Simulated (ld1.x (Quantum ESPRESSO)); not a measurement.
# vanadium, TM: configuration errors across variants

```
Element                 : vanadium (V)
Generator               : ld1.x (Quantum ESPRESSO) 7.5
Type                    : norm-conserving Troullier–Martins (Kleinman–Bylander form)
Functional              : PBEsol
Relativity              : scalar-relativistic
Frozen core             : [Ne] 3s2
Valence charge          : 11
Reference configuration : 3p6 3d3 4s1 4p0 (charge +1)
Partial waves           : 3p (bound): rc 1.70 bohr; 3d (bound): rc 1.85 bohr; 4s (bound): rc 2.15 bohr
Local potential         : the s channel
Core correction         : Bessel-smoothed model core inside 0.90 bohr
```

All-electron excitation energies from the reference (eV): (1) 3p6 3d3 4s2 4p0 -7.750; (2) 3p6 3d3 4s0 4p0 14.203; (3) 3p6 3d2 4s0 4p0 43.053; (4) 3p6 3d2 4s2 4p1 -1.947; (5) 3p6 3d3 4s0 4p2 -0.871; (6) 3p6 3d4 4s0 4p0 -0.585; (7) 3p6 3d4 4s1 4p0 -7.169.

Errors AE − PS in meV (a dash: test not solved or not reliable):

```csv
change,(1),(2),(3),(4),(5),(6),(7),bound ghosts
base,-1.5,-12,-159,-998,-1269,-162,-96,none
wave 3d (bound): rc 1.85 bohr becomes 3d (bound): rc 1.24 bohr,-2.9,-15,-235,-1100,-1269,-209,-115,none
wave 3d (bound): rc 1.85 bohr becomes 3d (bound): rc 1.46 bohr,-2.6,-14,-216,-1074,-1269,-197,-110,none
wave 3d (bound): rc 1.85 bohr becomes 3d (bound): rc 1.66 bohr,-2.1,-13,-190,-1040,-1269,-182,-104,none
wave 3d (bound): rc 1.85 bohr becomes 3d (bound): rc 1.78 bohr,-1.8,-13,-176,-1021,-1269,-173,-100,none
wave 3d (bound): rc 1.85 bohr becomes 3d (bound): rc 2.14 bohr,-0.4,-11,-85,-903,-1269,-116,-76,none
wave 3d (bound): rc 1.85 bohr becomes 3d (bound): rc 2.34 bohr,+0.2,-11,-32,-837,-1269,-82,-62,none
wave 3d (bound): rc 1.85 bohr becomes 3d (bound): rc 2.52 bohr,+0.7,-12,+35,-757,-1269,-39,-42,none
wave 3d (bound): rc 1.85 bohr becomes 3d (bound): rc 2.72 bohr,+1.1,-15,+119,-664,-1270,+15,-17,none
```

Q: Give the same row for: wave 3d (bound): rc 1.85 bohr becomes 3d (bound): rc 1.94 bohr.

A: -1.2, -12, -138, -971, -1269, -150, -90; bound ghosts: none.
